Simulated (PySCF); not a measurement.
CH₆O₂SSi, SMILES `C[S@](=O)[SiH2]O` (O–S–Si–O torsion -17°, S–Si–O–H torsion 14°), neutral singlet in the gas phase. 

Cartesian coordinates (Å):
SMILES: C[S@](=O)[SiH2]O
```xyz
11

C      1.6404    -0.0091    -0.2203
S      0.4411     0.4067     1.0630
O      0.0488    -0.8971     1.7337
Si    -1.3502     0.5757    -0.2804
O     -1.8399    -0.9678    -0.1608
H      1.8608     0.8916    -0.7971
H      2.5409    -0.3535     0.2895
H      1.2531    -0.7984    -0.8659
H     -2.2791     1.5719     0.3049
H     -0.9636     0.9527    -1.6616
H     -1.3522    -1.3727     0.5951
```
Charge 0, multiplicity 1.

All levels are single points at this geometry (PBE0-D4/def2-TZVP); Pople sets use spherical d functions. Orbital energies aren't observables, and empty levels follow the basis.

M06-2X/6-31G* in PySCF gives dipole (D) = 3.92.

### Question
Estimate the dipole (D) from each of these levels: PBE0-D4/def2-TZVP in PySCF; B3LYP/6-311+G** in PySCF; B3LYP/LANL2DZ in PySCF; SVWN5/6-31G* in PySCF; HF/3-21G in PySCF.

### Answer

| level | dipole (D) |
|---|---|
| PBE0-D4/def2-TZVP in PySCF | 3.62 |
| B3LYP/6-311+G** in PySCF | 4.21 |
| B3LYP/LANL2DZ in PySCF | 4.98 |
| SVWN5/6-31G* in PySCF | 3.52 |
| HF/3-21G in PySCF | 4.80 |
